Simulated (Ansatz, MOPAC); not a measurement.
Molecule: C₃H₈N, charge 1, multiplicity 1. SMILES: [NH3+]C1CC1

Atoms: C1, C2, C3, N4, H5, H6, H7, H8, H9, H10, H11, H12. Bonds: C1-C2, C1-C3, C1-H5, C1-H6, C2-C3, C2-H7, C2-H8, C3-N4, C3-H9, N4-H10, N4-H11, N4-H12.

Bond lengths (Å) and angles (degrees) optimised at PM6 with MOPAC; PM7 with MOPAC; HF/6-31G* with Ansatz (a quantum-chemistry and plane-wave program); B3LYP/LANL2DZ with Ansatz, each started from the B3LYP-D3(BJ)/def2-TZVP structure (Ansatz) of the last column. A row stands for all coordinates that are equal there; 10 of 21 kinds are shown. 6-31G* holds six Cartesian d functions. No wavenumbers were computed at B3LYP/LANL2DZ, so these may be saddle points.

```
coordinate             PM6             PM7  HF/6-31G*  B3LYP/LANL2DZ  B3LYP-D3(BJ)/def2-TZVP
----------  --------------  --------------  ---------  -------------  ----------------------
C1-C2                1.508           1.502      1.497          1.534                   1.506
C1-C3                1.521           1.513      1.491          1.523                   1.492
C1-H5                1.092           1.091      1.077          1.088                   1.083
C1-H6       1.099 to 1.108  1.098 to 1.104      1.073          1.084                   1.080
C3-N4                1.505           1.500      1.490          1.519                   1.496
N4-H10               1.037           1.037      1.012          1.031                   1.025
N4-H12               1.036           1.036      1.011          1.030                   1.024
C2-C1-C3              60.3            60.2       59.9           59.8                    59.7
C1-C3-C2              59.4            59.5       60.2           60.5                    60.6
C1-C3-N4             118.6           118.2      118.2          118.6                   118.0
```

A range marks coordinates that this level makes unequal.

Mean signed difference of all 12 bond lengths from B3LYP-D3(BJ)/def2-TZVP: PM6 0.016 Å, PM7 0.013 Å, HF/6-31G* -0.007 Å, B3LYP/LANL2DZ 0.013 Å.
